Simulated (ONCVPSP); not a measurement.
Transferability test, ONCV potential for C

C (Z = 6), optimised norm-conserving Vanderbilt (ONCV), made with ONCVPSP 4.0.1 (PBE, fully relativistic). Core [He], reference 2s2 2p2. Waves: 2s: rc 1.10 bohr, ncon 4, nbas 8, qcut 7.5 1/bohr, local; 2p: rc 2.05 bohr, ncon 3, nbas 8, qcut 5.6 1/bohr, 2 projectors, debl 0.4 Ha. Local part: the s channel. Core correction: none.

Open shells are filled in proportion to 2j + 1.

Energies are relative to the spin-unpolarised reference configuration 2s2 2p2; without spin polarisation the order of configurations can differ from experiment.

```
valence configuration  charge  ΔE all-electron (eV)  error AE − PS (meV)
              2s2 2p1      +1                10.861                  +53
              2s0 2p4       0                16.975                  -37
```

What are ΔE and the potential's error for 2s2 2p0?

ΔE = 35.017 eV all-electron; the error (AE − PS) is +454 meV.

What are ΔE and the potential's error for 2s1 2p0?

ΔE = 83.211 eV all-electron; the error (AE − PS) is +950 meV.

Levels in the configuration 2s1 2p0:

```
   level  all-electron (eV)  pseudo (eV)
2s j=1/2            -56.105      -55.476
```
